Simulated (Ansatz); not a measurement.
C2H4F2OSi, SMILES `O=C([SiH3])C(F)F`, relaxed with RKS PBE-D4/def2-SVP in Ansatz 0.2.0 from a rough embedded geometry. The force threshold is 0.03 eV/Å; the program also tests the step.

Total charge 0; spin multiplicity 1.

Start:

```xyz
10

O    -1.219   -1.064   -1.225
C    -0.493   -0.497   -0.343
Si    0.592    0.907   -0.912
C    -0.471   -0.830    1.077
F     0.871   -1.129    1.495
F    -0.824    0.213    1.912
H     1.621    0.459   -1.871
H    -0.265    1.941   -1.673
H     1.227    1.665    0.198
H    -1.038   -1.665    1.341
```

```json
{"step": "1", "energy (eV)": "-17472.3778", "largest force (eV/Å)": "3.909", "largest move (Å)": "0.000"}
{"step": "2", "energy (eV)": "-17472.8539", "largest force (eV/Å)": "2.083", "largest move (Å)": "0.076"}
{"step": "3", "energy (eV)": "-17472.9464", "largest force (eV/Å)": "0.547", "largest move (Å)": "0.083"}
{"step": "4 (rejected)", "energy (eV)": "-17472.9422", "largest force (eV/Å)": "0.452", "largest move (Å)": "0.056"}
{"step": "5", "energy (eV)": "-17472.9574", "largest force (eV/Å)": "0.082", "largest move (Å)": "0.027"}
{"step": "6", "energy (eV)": "-17472.9579", "largest force (eV/Å)": "0.037", "largest move (Å)": "0.009"}
{"step": "7", "energy (eV)": "-17472.9580", "largest force (eV/Å)": "0.011", "largest move (Å)": "0.006"}
```

End:

```xyz
10

O    -1.205   -1.088   -1.143
C    -0.505   -0.479   -0.355
Si    0.621    1.014   -0.941
C    -0.457   -0.870    1.135
F     0.847   -1.132    1.451
F    -0.869    0.206    1.867
H     1.633    0.429   -1.882
H    -0.282    1.953   -1.686
H     1.309    1.722    0.188
H    -1.091   -1.756    1.367
```

Run time 10 s (4 threads of an Arm Neoverse V1 on a shared host); peak host memory 0.16 GiB.
